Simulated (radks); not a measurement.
The numbers below are computed, except where a source is named.
Spherical quantum dot in the effective-mass picture: electrons in a parabolic well V = omega^2 r^2 / 2 with omega = 0.121, with a point charge +1 (a donor) at the centre, all in effective atomic units (hartree* = m*/eps^2 hartree, bohr* = eps/m* bohr), one dielectric constant everywhere. Level of theory: non-relativistic Kohn-Sham, PBEsol, spin-polarised, spherical densities (a radial shooting solver with Libxc functionals). Levels are named by radial order and angular momentum (1s, 1p, 1d, 2s, ...), and open shells are averaged over m. Each electron was tried in the lowest free levels, single moves between levels near the top were tried too, and the lowest total energy was kept; such a search can miss a lower state. At N = 1 the Hartree and exchange-correlation terms need not cancel, so that row can carry a self-interaction error.

N                         open shells  2S  E (hartree*)  mu = E(N) - E(N-1) (hartree*)  addition energy mu(N+1) - mu(N) (hartree*)  e(HOMO) (hartree*)  rms radius (bohr*)
1                    1s(up 1, down 0)   1     -0.466538                       -0.46654                                      0.5192            -0.23759               1.682
2                                none   0     -0.413924                       0.052613                                      0.4378             0.19222               2.309
3                    1p(up 1, down 0)   1     0.0764612                        0.49039                                      0.1447             0.56077               3.510
4                    1p(up 2, down 0)   2      0.711501                        0.63504                                      0.1458             0.70886               4.170
5                    1p(up 3, down 0)   3       1.49232                        0.78082                                      0.1549             0.85167               4.655
6   1p(up 3, down 0) 2s(up 1, down 0)   4       2.42803                        0.93571                                      0.1540              1.0004               5.111
7   1p(up 3, down 1) 2s(up 1, down 0)   3       3.51774                         1.0897                                      0.1152              1.1466               5.464
8   1p(up 3, down 2) 2s(up 1, down 0)   2       4.72269                         1.2049                                      0.1162              1.2633               5.771
9                    2s(up 1, down 0)   1       6.04386                         1.3212                                      0.1272              1.3787               6.046
10                               none   0       7.49220                         1.4483                                      0.1467              1.5060               6.322
11                   1d(up 1, down 0)   1       9.08728                         1.5951                                      0.1037              1.6472               6.582
12                   1d(up 2, down 0)   2       10.7861                         1.6988                                      0.1020              1.7501               6.819
13                   1d(up 3, down 0)   3       12.5869                         1.8008                                      0.1002              1.8512               7.037
14                   1d(up 4, down 0)   4       14.4879                         1.9010                                     0.09846              1.9505               7.241
15                   1d(up 5, down 0)   5       16.4874                         1.9995                                      0.1164              2.0481               7.432
16                   1d(up 5, down 1)   4       18.6032                         2.1159                                     0.09245              2.1622               7.617
17                   1d(up 5, down 2)   3       20.8116                         2.2083                                     0.09150              2.2542               7.792
18                   1d(up 5, down 3)   2       23.1114                         2.2998                                     0.09042              2.3452               7.959
19                   1d(up 5, down 4)   1       25.5016                         2.3902                                     0.08929              2.4351               8.118
20                               none   0       27.9812                         2.4795                                      0.1300              2.5238               8.270
21                   1f(up 1, down 0)   1       30.5907                         2.6096                                     0.08471              2.6521               8.427
22                   1f(up 2, down 0)   2       33.2850                         2.6943                                     0.08386              2.7363               8.577
23                   1f(up 3, down 0)   3       36.0631                         2.7781                                     0.08299              2.8198               8.721
24                   1f(up 4, down 0)   4       38.9242                         2.8611                                     0.08213              2.9023               8.859
25                   1f(up 5, down 0)   5       41.8675                         2.9432                                     0.08128              2.9840               8.992
26                   1f(up 6, down 0)   6       44.8920                         3.0245                                     0.08044              3.0649               9.121
27                   1f(up 7, down 0)   7       47.9970                         3.1050                                     0.09655              3.1449               9.246
28                   1f(up 7, down 1)   6       51.1985                         3.2015                                     0.07746              3.2403               9.369
29                   1f(up 7, down 2)   5       54.4775                         3.2790                                     0.07691              3.3175               9.488
30                   1f(up 7, down 3)   4       57.8334                         3.3559                                     0.07633              3.3942               9.604
31                   1f(up 7, down 4)   3       61.2656                         3.4322                                           -              3.4702               9.717

All shells are closed at N = 2, 10, 20 (there: 1s2 1p6 1d10 2s2); the second difference of the energy has clear peaks (12 % above both neighbours; the first and last values, which can be the largest, are not judged, and half-filled shells can peak too) at N = 10, 15, 20, 27.
